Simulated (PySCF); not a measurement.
Electric properties by functional and basis

Compound: CBr4.
SMILES: `C(Br)(Br)(Br)Br`

PySCF, dipoles from the SCF density, polarisabilities from static response with core orbitals frozen. Geometry: PBE0-D3(BJ)/def2-SVP; no solvent, vibrations or thermal averaging. The LDA/def2-SVPD calculation is non-relativistic and has no spin–orbit coupling, an omission that weighs most on bromine.

The anisotropy is √(½[(α1 − α2)² + (α2 − α3)² + (α3 − α1)²]).

```
              level  α (Å³)  anisotropy (Å³)
      LDA/def2-SVPD   15.26             0.00
      PBE/def2-SVPD   15.29             0.00
    B3LYP/def2-SVPD   14.83             0.00
     PBE0/def2-SVPD   14.64             0.00
BHandHLYP/def2-SVPD   14.26             0.00
CAM-B3LYP/def2-SVPD   14.44             0.00
  wB97X-D/def2-SVPD   14.49             0.01
  LC-wPBE/def2-SVPD   14.03             0.00
       HF/def2-SVPD   13.86             0.00
        PBE0/6-31G*   11.06             0.00
      PBE0/def2-SVP   10.91             0.00
     PBE0/def2-TZVP   13.35             0.00
```

No reference polarisability is at hand; against PBE0 in the largest diffuse basis at hand (def2-SVPD) the other PBE0 rows deviate by 6-31G* -24%, def2-SVP -25%, def2-TZVP -9%. The dipole stays under 0.05 D at every level. In one basis (def2-SVPD) the functionals order the polarisability from HF (lowest) to PBE (highest), a spread of 10%. With PBE0 the polarisability is 11.78 Å³ without diffuse functions (mean of 6-31G*, def2-SVP and def2-TZVP) and 14.64 Å³ with them (def2-SVPD).
